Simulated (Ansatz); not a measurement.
**What each rung costs, and what it gives**

Saddle point of Si₂H₇Br, closed shell (Si₂H₅Br ([SiH3][SiH2][Br]) + H₂ → Si₂H₆ ([SiH3][SiH3]) + HBr; bonds formed: Si1–H7, Br2–H6; bonds broken: Si1–Br2, H6–H7), PBE0-D4/def2-TZVP structure:

Si1  (0.127, -0.885, 0.250)
Br2  (2.080, 0.428, -1.145)
H3  (0.467, -2.054, -0.582)
H4  (-0.447, -1.463, 1.514)
Si5  (-1.155, 0.933, -0.437)
H6  (1.768, -0.250, 0.686)
H7  (1.412, -0.612, 1.385)
H8  (-0.586, 2.137, 0.214)
H9  (-1.107, 1.022, -1.913)
H10  (-2.559, 0.744, 0.028)
(Å)

Barriers are electronic and count from the start structure reached by relaxing down the imaginary mode.

Ansatz 0.2.0; basis: as named in each row; cores frozen in the correlated methods. Filled d shells of the heavier atoms are correlated. The def2 sets are not built for correlating such inner shells, so the correlated values are less sure here. B3LYP uses VWN-RPA correlation. Extrapolation: Hartree–Fock as exp(−7.88 √X), correlation as X^−2.97.

Times are rough, for one single point on 4 threads of a shared host (Arm Neoverse V1).

The estimate by CCSD(T) at an estimated basis limit (MP2 extrapolated from triple and quadruple zeta, plus CCSD(T) − MP2 in triple zeta) is 211.1 kJ/mol.

```tsv
method	basis	time (s)	barrier (kJ/mol)	method less estimate
HF	STO-3G	under 1	490.3	279.2
PBE-D4	STO-3G	under 1	368.2	157.1
SPW92	def2-SVP	under 1	152.9	-58.3
PBE-D4	def2-SVP	1	180.0	-31.2
B3LYP-D4	6-31G	1	234.3	23.2
PBE0-D4	def2-SVP	2	193.3	-17.9
SPW92	def2-TZVPP	2	150.2	-60.9
PBE-D4	def2-TZVPP	2	179.6	-31.5
BLYP-D4	def2-TZVPP	2	193.4	-17.8
B3LYP-D4	def2-TZVPP	4	202.3	-8.8
BHLYP-D4	def2-TZVPP	4	216.0	4.8
CAM-B3LYP-D4	def2-TZVPP	4	209.1	-2.0
r2SCAN-D4	def2-TZVPP	4	192.9	-18.2
PBE0-D4	def2-TZVPP	4	192.4	-18.7
CCSD(T)	def2-SVP	5	229.9	18.7
wB97M-V	def2-SVP	6	204.9	-6.2
r2SCAN0-D4	def2-TZVPP	6	200.2	-10.9
RPA on PBE	def2-TZVPP	6	219.4	8.3
B2PLYP	def2-TZVPP	8	211.5	0.4
PBE-QIDH	def2-TZVPP	8	206.6	-4.5
wB97X-V	def2-TZVPP	10	212.9	1.8
B97M-V	def2-TZVPP	11	205.4	-5.7
wB97M-V	def2-TZVPP	12	206.7	-4.4
MP2	def2-QZVPP	24	213.4	2.2
CCSD(T)	def2-TZVPP	120	216.5	5.4
```

All methods are single points on the PBE0-D4 structures.

The T1 diagnostic stays at or below 0.012.

Labels in which every atom is bracketed show which atoms are joined, not bond orders.
